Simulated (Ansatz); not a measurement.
TaSi6⁺, relaxed as a singlet with RKS PBE-D4/def2-SVP in Ansatz, starting from the GFN1-xTB geometry. Force threshold 0.02 eV/Å.

In the def2 sets Ta takes a core potential; there is no spin–orbit coupling. The restricted singlet is unstable towards broken spin symmetry in Hartree–Fock (as tested in another run); at PBE-D4/def2-SVP this wasn't settled. The relaxation made no stability test and no search for a lower SCF solution. No other spin state of charge 1 was run. The structure comes from a short search, and lower isomers may exist.

Start:

Cartesian coordinates in Å:
```
Ta -0.356 -1.655 0.059
Si 0.639 -0.471 2.123
Si 1.947 -0.858 -0.782
Si -1.590 0.333 1.161
Si -0.175 -0.087 -1.989
Si -1.299 1.672 -0.806
Si 0.834 1.065 0.232
```

**Question.** Estimate the energy that the relaxation releases and the steps that it takes.

**Answer.** 105.5 kJ/mol, in 9 steps; 19 s on 4 threads of Arm Neoverse V2 on a shared host. No frequencies were taken in this run, so the end may be a saddle point.

**Question.** Does the start keep its bonding and symmetry?

**Answer.** Bonds formed: Si4–Si5 (atoms count from 1). Point group Cs at the start, Cs at the end, both within 0.05 Å.

**Question.** Predict the relaxed structure.

**Answer.** 
```xyz
7

Ta   -0.1808   -1.8555    0.1656
Si    0.6981   -0.4446    2.0463
Si    1.9318   -0.8097   -0.6966
Si   -1.5590    0.1288    0.6766
Si   -0.5305   -0.1755   -1.6101
Si   -1.1221    2.1027   -0.7845
Si    0.7624    1.0537    0.2027
```
Bond lengths: 8 × Si–Si 2.37 to 2.54 Å; 5 × Si–Ta 2.47 to 3.06 Å.
